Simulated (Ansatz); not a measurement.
Program: Ansatz. Geometries: PBE0-D4/def2-TZVP. ΔE: electronic, gas phase. CCSD(T)/CBS adds triple-zeta CCSD(T) − MP2 to the extrapolated MP2 energy (def2 sets, frozen cores). This one scheme is used for every species. DFT in def2-TZVPP. B3LYP here is the variant with VWN-RPA as its local correlation; programs differ in this. HSE06 is defined as in plane-wave codes. For Br outer-core shells are correlated without core-valence functions, which leaves a few kJ/mol of doubt a bond. Scalar relativity is left out up to krypton. One conformer a species, not always the lowest.

Consider the ligand exchange at the Si–N bond: `N[Si]N` + HBr → `N[Si]Br` + NH₃.

(1) Is it downhill or uphill in electronic energy at CCSD(T)/CBS, and by how much? (Estimate.)

(2) What do these levels give: PBE-D4, revPBE-D4, PBE0-D4, B3LYP-D4, HSE06-D4, ωB97M-V, PBE, revPBE, BLYP, BHLYP, LC-ωPBE, MP2/def2-SVP? (Estimate.)

Largest T1 diagnostic among the species: 0.013.

Answers

(1) Ansatz gave: Downhill: ΔE = -46.3 kJ/mol.

(2) Ansatz gave: PBE-D4 -51.6, revPBE-D4 -50.8, PBE0-D4 -49.9, B3LYP-D4 -46.7, HSE06-D4 -50.5, ωB97M-V -46.1, PBE -51.2, revPBE -53.8, BLYP -47.3, BHLYP -43.4, LC-ωPBE -38.7, MP2/def2-SVP -42.3 kJ/mol.

At CCSD(T), def2-SVP lies +5.7 kJ/mol from the extrapolated value and def2-TZVPP +4.2 kJ/mol. From BLYP to BHLYP (50 % exact exchange), in def2-TZVPP and without D4, ΔE moves by +3.9 kJ/mol.
